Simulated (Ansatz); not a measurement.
One change: `C[O][Mg][Cl]` becomes `C[O][Mg][O][SiH3]`.

Ansatz, PBE0-D4/def2-TZVP geometries, multiplicity 1. Each molecule was computed in one conformer, which needn't be the lowest.

```json
{"property": "HOMO–LUMO gap (PBE/def2-TZVPP) / eV", "`C[O][Mg][Cl]`": "3.80"}
{"property": "ideal-gas entropy at 298 K and 1 bar (rigid rotor, harmonic PBE0-D4/def2-TZVP) / J/(mol·K)", "`C[O][Mg][Cl]`": "323"}
{"property": "LUMO energy (ωB97M-V/def2-TZVPP) / eV", "`C[O][Mg][Cl]`": "-0.08"}
{"property": "HOMO–LUMO gap (B3LYP/def2-TZVPP) / eV", "`C[O][Mg][Cl]`": "5.52"}
{"property": "HOMO energy (PBE0/def2-TZVPP) / eV", "`C[O][Mg][Cl]`": "-7.44"}
{"property": "HOMO energy (PBE/def2-TZVPP) / eV", "`C[O][Mg][Cl]`": "-5.95"}
```

(1) What does the change do to each property? (Best estimate.)

Answers

(1) Ansatz gave: 
| property | `C[O][Mg][O][SiH3]` | shift |
| --- | --- | --- |
| HOMO–LUMO gap (PBE/def2-TZVPP) / eV | 3.75 | -0.05 |
| ideal-gas entropy at 298 K and 1 bar (rigid rotor, harmonic PBE0-D4/def2-TZVP) / J/(mol·K) | 402 | 79 |
| LUMO energy (ωB97M-V/def2-TZVPP) / eV | -0.10 | -0.02 |
| HOMO–LUMO gap (B3LYP/def2-TZVPP) / eV | 5.48 | -0.04 |
| HOMO energy (PBE0/def2-TZVPP) / eV | -7.36 | 0.08 |
| HOMO energy (PBE/def2-TZVPP) / eV | -5.88 | 0.07 |

The zero-point energy changes by 73.2 kJ/mol with +12 modes. Modes under 60 cm⁻¹, often nearly free rotors, make the harmonic entropy too high.

B3LYP here is the variant with VWN-RPA as its local correlation; programs differ in this.
